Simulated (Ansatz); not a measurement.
Compare A (`C=C[Si](N)(O)O`) with its isomer B (`CC(=N)O[SiH2]O`).

Program: Ansatz. Geometries: PBE0-D4/def2-TZVP. ΔE: electronic, gas phase. CCSD(T)/CBS adds triple-zeta CCSD(T) − MP2 to the extrapolated MP2 energy (def2 sets, frozen cores). Functionals use def2-TZVPP. B3LYP here is the variant with VWN-RPA as its local correlation; programs differ in this. Each species was taken in one conformer, which may not be the lowest.

Problem. Which is lower in electronic energy at CCSD(T)/CBS, and by how much? (Estimate.)

Solution. Computed: A, by 114.5 kJ/mol.

Problem. Give E(B) − E(A) in kJ/mol with CCSD(T)/def2-TZVPP, B2PLYP, HF/def2-TZVPP, ωB97M-V, CCSD/def2-TZVPP, B3LYP-D4, PBE0-D4. (Best estimate.)

Solution. The calculation gave: CCSD(T)/def2-TZVPP 105.6, B2PLYP 102.3, HF/def2-TZVPP 100.7, ωB97M-V 104.1, CCSD/def2-TZVPP 108.3, B3LYP-D4 100.7, PBE0-D4 96.3. None reverses the order clearly.

Largest T1 diagnostic: 0.013.

From PBE to PBE0 (25 % exact exchange), in def2-TZVPP and without D4, E(B) − E(A) moves by +7.6 kJ/mol. In def2-TZVPP, CCSD(T) changes the Hartree–Fock value by +4.9 kJ/mol (the triples alone add −2.7 kJ/mol) and MP2 by +9.8 kJ/mol.
